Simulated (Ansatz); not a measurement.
# Calibrating B3LYP-D4/def2-TZVPP on molecular compounds of Hf

The vertical ionisation energy (cation less neutral) in eV of 6 molecular compounds of Hf: x at B3LYP-D4/def2-TZVPP, y at CCSD(T)/def2-TZVPP. Shapes, held fixed at every level: PBE0-D4/def2-TZVP. Flexible molecules stand in one conformer, not always the lowest. Programs: Ansatz 0.2.0.

| molecule | x (eV) | y (eV) |
| --- | --- | --- |
| C2H9ClHfN2O (SMILES C[N](C)[Hf]([NH2])([OH])[Cl]) | 8.26 | 8.36 |
| Hf(NH2)4 | 8.45 | 9.01 |
| CH6HfO3Se (SMILES C[O][Hf]([OH])([OH])[SeH]) | 8.67 | 8.63 |
| CH4F2HfOSe (SMILES C[Se][Hf]([OH])([F])[F]) | 8.89 | ? |
| Hf(SH)4 | 9.48 | 9.96 |
| CH4Cl2HfOS (SMILES C[O][Hf]([SH])([Cl])[Cl]) | 9.76 | 9.85 |

Problem. Fit y = c + s·x to the known rows and predict y for CH4F2HfOSe.

Solution. 
1. Means of the 5 rows: x = 8.9240, y = 9.162.
2. Σ(Δx)² = 1.7381, Σ(Δx·Δy) = 1.7586, so the slope is 1.7586/1.7381 = 1.0118.
3. Intercept: 9.162 − (1.0118) × 8.9240 = 0.133. The largest residual of the fit is 0.33.
4. CH4F2HfOSe: 0.133 + 1.0118 × 8.89 = 9.13 eV.

CCSD(T)/def2-TZVPP gives 8.85 eV, so the prediction is off by +0.28 eV, within the largest residual. Uncorrected, B3LYP-D4/def2-TZVPP misses CH4F2HfOSe by +0.04 eV, and the other rows by 0.25 on average. The line makes this one worse. Left out in turn, the other rows are missed by 0.37 eV on average, worse than no correction. Cations run unrestricted. For atoms past krypton def2 sets carry core potentials with scalar relativity. Relativity is left out for Se. Outer-core shells of Hf, Se are correlated, in sets that cover them unevenly.
